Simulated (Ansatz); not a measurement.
Molecule: sum formula GaBr₂F, net charge 0, singlet state. SMILES: [F][Ga]([Br])[Br]
Geometry: optimised at B3LYP-D3(BJ)/def2-TZVP (Ansatz, a first-principles code).

Quantity: atomisation energy (electronic, to ground-state atoms), in kcal/mol. Cores are frozen in the correlated levels unless marked. Open shells are spin-unrestricted. No spin-orbit coupling. Frozen are the shells of the preceding noble gas and the d and f shells that filled before the atom's block. Non-relativistic. The coupled-cluster limit lacks core correlation, which all-electron functionals hold. CBS marks a two-point X^-3 extrapolation of the correlation energy; Hartree-Fock from the larger set (for Q and 5 zeta extrapolated as (X+1)exp(-9√X)).

```
level                         program  atomisation energy (kcal/mol)
----------------------------  -------  -----------------------------
BLYP/def2-TZVPD                Ansatz                            ___
revPBE/def2-TZVPD              Ansatz                          254.5
PBE0/def2-QZVPP                Ansatz                          263.2
CCSD(T)/CBS(cc-pVQZ,cc-pV5Z)   Ansatz                            ___
```

**Question.** What belongs in the gaps?

**Answer.** 
- BLYP/def2-TZVPD, atomisation energy (kcal/mol): 252.1
- CCSD(T)/CBS(cc-pVQZ,cc-pV5Z), atomisation energy (kcal/mol): 273.7
